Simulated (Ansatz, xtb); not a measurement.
## Two isomers of C3H6GeO2

Structure X: `O=C[C@@H]1C[O][GeH2]1`, a singlet. Structure Y: `C=[CH][GeH2][C](=O)O`, a singlet. Both are isolated molecules in the gas phase, relaxed with B3LYP-D3(BJ)/def2-SVP; the shapes shown needn't be the lowest conformers.

X (Å):

```xyz
12

C     2.1191    0.7367    1.1592
C     3.1122    1.0175    0.0818
C     2.9903    2.3667   -0.6707
Ge    2.6496    0.2198   -1.7029
O     2.2870   -0.0313    2.0750
O     2.6709    2.0077   -2.0271
H     1.1464    1.2916    1.0434
H     4.1234    0.7406    0.4113
H     3.9309    2.9430   -0.6349
H     2.1900    3.0012   -0.2446
H     3.7545   -0.5604   -2.4412
H     1.2594   -0.4214   -1.8799
```

Y (Å):

```yaml
atoms:
  - { symbol: C, position_ang: [-1.3360, 0.8448, 0.2442] }
  - { symbol: C, position_ang: [-0.6922, -0.1200, 0.9107] }
  - { symbol: C, position_ang: [2.1835, -0.2573, 2.3716] }
  - { symbol: Ge, position_ang: [0.2381, 0.1832, 2.5902] }
  - { symbol: O, position_ang: [3.1060, 0.3811, 2.8062] }
  - { symbol: O, position_ang: [2.3494, -1.3994, 1.6670] }
  - { symbol: H, position_ang: [-1.8425, 0.6513, -0.7084] }
  - { symbol: H, position_ang: [-1.3892, 1.8741, 0.6168] }
  - { symbol: H, position_ang: [-0.6606, -1.1339, 0.4938] }
  - { symbol: H, position_ang: [0.1354, 1.6593, 3.0067] }
  - { symbol: H, position_ang: [-0.2934, -0.7411, 3.7053] }
  - { symbol: H, position_ang: [3.3111, -1.5620, 1.6060] }
```

Quicker runs give these differences E(Y) − E(X): GFN2-xTB +0.323 eV; HF/STO-3G +0.540 eV (at GFN2-xTB geometries); r2SCAN-D4/def2-SVP −0.299 eV (at GFN2-xTB geometries).

Task: Estimate E(Y) − E(X) at the level CCSD(T)/def2-SVP + ΔMP2/def2-TZVPP.

Result: Calculated at CCSD(T)/def2-SVP + ΔMP2/def2-TZVPP: E(Y) − E(X) = −0.292 eV, so structure Y lies lower.

How the difference moves with the method:

```json
{"level": "GFN2-xTB", "geometry": "GFN2-xTB", "E(Y) − E(X) (eV)": "+0.323", "departure from the last row (eV)": "+0.615", "job, with rough time for the two": "optimisation, 0.36 s"}
{"level": "HF/STO-3G", "geometry": "GFN2-xTB", "E(Y) − E(X) (eV)": "+0.540", "departure from the last row (eV)": "+0.832", "job, with rough time for the two": "single point, 0.42 s"}
{"level": "r2SCAN-D4/def2-SVP", "geometry": "GFN2-xTB", "E(Y) − E(X) (eV)": "−0.299", "departure from the last row (eV)": "−0.007", "job, with rough time for the two": "single point, 3.8 s"}
{"level": "B3LYP-D3(BJ)/def2-SVP", "geometry": "B3LYP-D3(BJ)/def2-SVP", "E(Y) − E(X) (eV)": "−0.343", "departure from the last row (eV)": "−0.050", "job, with rough time for the two": "optimisation, 91 s"}
{"level": "HF/def2-SVP", "geometry": "B3LYP-D3(BJ)/def2-SVP", "E(Y) − E(X) (eV)": "−0.434", "departure from the last row (eV)": "−0.141", "job, with rough time for the two": "part of the CCSD(T) run"}
{"level": "MP2/def2-SVP", "geometry": "B3LYP-D3(BJ)/def2-SVP", "E(Y) − E(X) (eV)": "−0.272", "departure from the last row (eV)": "+0.021", "job, with rough time for the two": "part of the CCSD(T) run"}
{"level": "CCSD(T)/def2-SVP", "geometry": "B3LYP-D3(BJ)/def2-SVP", "E(Y) − E(X) (eV)": "−0.341", "departure from the last row (eV)": "−0.048", "job, with rough time for the two": "single point"}
{"level": "CCSD(T)/def2-SVP + ΔMP2/def2-TZVPP", "geometry": "B3LYP-D3(BJ)/def2-SVP", "E(Y) − E(X) (eV)": "−0.292", "departure from the last row (eV)": "", "job, with rough time for the two": "single point, 64 s"}
```

As drawn, Y has 1 C=C, 1 C–Ge, 1 O–H in place of 2 C–C, 1 Ge–O, 1 C–H. Structure X has a 4-membered ring, Y no ring.

GFN2-xTB, HF/STO-3G put the two in the other order. The largest departure from CCSD(T)/def2-SVP + ΔMP2/def2-TZVPP is that of HF/STO-3G, 0.832 eV. The last row adds to CCSD(T) the change of the MP2 difference between the two basis sets, here +0.048 eV.

With thermal terms from frequencies at re-optimised GFN2-xTB minima (ideal gas, soft modes damped towards free rotors, one conformer each, 298.15 K, 1 atm): the zero-point term adds −0.035 eV; ΔH is −0.296 and ΔG −0.366 eV.

The correlated steps freeze 14 core orbitals; the filled d shell of Ge is correlated, in a basis made for valence electrons. Mirror images aren't counted in ΔG. Codes used: Ansatz 0.2.0, xtb 6.7.1; the last row on 4 threads of Arm Neoverse V1 on a shared host.
